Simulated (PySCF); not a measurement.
Point-charge models of `CC[P@@](=O)(O)C(F)(F)F` against its computed dipole.

Coordinates (GFN2-xTB, Å) and charges (e) from the PBE0/pcSseg-1 density (PySCF):

```tsv
atom	x	y	z	Mulliken	IAO	Hirshfeld	ESP-fitted
C1	1.799	0.622	-0.423	-0.3011	-0.4242	-0.1136	-0.3497
C2	0.953	-0.643	-0.436	-0.5092	-0.5217	-0.1055	-0.0251
P3	-0.817	-0.198	-0.417	+1.0583	+1.6698	+0.4565	+0.7568
O4	-1.348	0.701	-1.436	-0.5682	-0.8886	-0.3848	-0.5817
O5	-1.579	-1.601	-0.329	-0.4989	-0.7598	-0.2352	-0.6689
C6	-1.142	0.469	1.329	+0.5752	+0.5550	+0.2051	+0.3705
F7	-0.676	1.704	1.516	-0.2549	-0.2713	-0.0821	-0.1526
F8	-2.465	0.500	1.523	-0.2644	-0.2744	-0.0915	-0.1586
F9	-0.617	-0.295	2.294	-0.2654	-0.2801	-0.0931	-0.1497
H10	1.497	1.276	-1.238	+0.1442	+0.1596	+0.0479	+0.1154
H11	1.677	1.164	0.512	+0.1358	+0.1502	+0.0373	+0.0934
H12	2.852	0.375	-0.543	+0.1374	+0.1551	+0.0517	+0.1115
H13	1.172	-1.292	0.413	+0.1736	+0.1715	+0.0525	+0.0619
H14	1.109	-1.209	-1.357	+0.1730	+0.1708	+0.0604	+0.0901
H15	-2.419	-1.565	-0.796	+0.2646	+0.3880	+0.1947	+0.4866
```

Question: Compute μ = Σ q r for each scheme (1 e·Å = 4.803 D) and compare with the dipole of the full density.

Answer: The full density gives (1.75, -2.21, -0.30) D, 2.83 D in size; dipole vectors point from the negative to the positive end.

| scheme | μx | μy | μz | size (D) | share of the full size (%) | angle to the full dipole (°) |
| --- | --- | --- | --- | --- | --- | --- |
| Mulliken | 2.80 | -1.64 | -1.45 | 3.56 | 126 | 27 |
| IAO | 2.67 | -2.50 | -0.83 | 3.75 | 132 | 11 |
| Hirshfeld | 1.23 | -1.78 | 0.22 | 2.17 | 77 | 13 |
| ESP-fitted | 1.80 | -2.22 | -0.31 | 2.88 | 101 | 1 |

Question: Which set comes closest?

Answer: Length of the difference vector: ESP-fitted 0.05 D, Hirshfeld 0.86 D, IAO 1.10 D, Mulliken 1.66 D. Closest: ESP-fitted. The schemes that divide the density aren't constrained to reproduce the dipole.

Question: What is left for the Hirshfeld atoms' own dipoles?

Answer: The shares of the density sum to the whole, so what Σ q r misses lies in dipoles about the nuclei. The atomic dipoles sum to (1.75, -2.21, -0.30) − (1.23, -1.78, 0.22) = (0.52, -0.42, -0.52) D, 0.86 D in size.

Question: With the origin at the mean of the coordinates, (0.000, 0.001, 0.041) Å, which are the largest single terms, by size, of the ESP-fitted dipole along the direction of the full one?

Answer: O4 +3.41, C6 -2.15, F8 +1.58, F7 +1.39, C1 -1.14 D; all 15 atoms together +2.88 D. The single terms depend on the origin, their sum doesn't.

Question: Give the size of the full dipole in other units.

Answer: 2.83 D = 1.115 au = 0.590 e·Å = 9.45 × 10⁻³⁰ C·m.

Isolated species at its GFN2-xTB geometry (one conformer only).

These values come from a run that also computed NMR shieldings. On an Arm Neoverse V1 with one thread, on a shared host, this took 36 s of wall time (with the writing of density and orbital grids) and 0.84 GiB of memory at its peak.

Conformer computed: `[CH3:1][CH2:2][P@@:3](=[O:4])([OH:5])[C:6]([F:7])([F:8])[F:9]`: C1–C2–P3–O4 55°, C2–P3–C6–F7 76°, H–O5–P3–C2 -147°.
